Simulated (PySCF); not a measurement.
B(Br)(NH2)2 (BBrH₄N₂), SMILES NB(N)Br. Atoms are numbered in the order given.

```xyz
8

B      0.0000     0.0000    -0.9636
Br     0.0000     0.0000     0.9934
N      0.0000     1.2476    -1.6094
H      0.0000     2.1159    -1.0958
H      0.0000     1.3546    -2.6141
N      0.0000    -1.2476    -1.6094
H      0.0000    -1.3546    -2.6141
H      0.0000    -2.1159    -1.0958
```
Charge 0, spin multiplicity 1.

Geometry: PBE0-D3(BJ)/def2-SVP. The structure was generated by enumeration, and PubChem lists no compound with its InChIKey, so it may never have been made. One conformer was computed; it need not be the lowest.

All values below come from PBE0-D3(BJ)/def2-SVP in PySCF 2.14.0.

Frequencies are harmonic and unscaled.

Computed vibrational spectrum:
| mode | ν (cm⁻¹) | IR (km/mol) | Raman (Å⁴/amu) | depolarisation | moving atoms (share of kinetic energy) |
|---|---|---|---|---|---|
| 1 | 281 | 0.3 | 1.4 | 0.75 | N 54 %, H 22 %, B 14 %, Br 9 % |
| 2 | 311 | 1.8 | 2.0 | 0.56 | N 50 %, H 27 %, Br 23 % |
| 3 | 319 | 0.0 | 0.7 | 0.75 | H 78 %, N 22 % |
| 4 | 361 | 376.3 | 0.8 | 0.75 | H 87 %, N 11 % |
| 5 | 370 | 0.0 | 0.6 | 0.75 | H 99 % |
| 6 | 502 | 25.4 | 0.4 | 0.75 | B 51 %, H 40 %, N 9 % |
| 7 | 534 | 16.1 | 5.4 | 0.09 | B 32 %, N 30 %, H 27 %, Br 12 % |
| 8 | 578 | 3.6 | 1.1 | 0.75 | H 60 %, B 31 %, N 9 % |
| 9 | 846 | 0.0 | 1.2 | 0.75 | H 78 %, N 22 % |
| 10 | 929 | 3.9 | 4.7 | 0.11 | H 50 %, N 49 % |
| 11 | 1224 | 276.0 | 4.7 | 0.38 | B 57 %, H 23 %, N 20 % |
| 12 | 1440 | 57.0 | 2.2 | 0.75 | H 49 %, B 47 % |
| 13 | 1581 | 62.2 | 2.3 | 0.63 | H 83 %, N 15 % |
| 14 | 1609 | 392.6 | 6.3 | 0.75 | H 47 %, N 28 %, B 25 % |
| 15 | 3651 | 81.6 | 14.2 | 0.75 | H 96 % |
| 16 | 3656 | 15.7 | 248.7 | 0.13 | H 96 % |
| 17 | 3766 | 45.9 | 89.3 | 0.74 | H 91 %, N 9 % |
| 18 | 3767 | 42.7 | 40.1 | 0.75 | H 91 %, N 9 % |
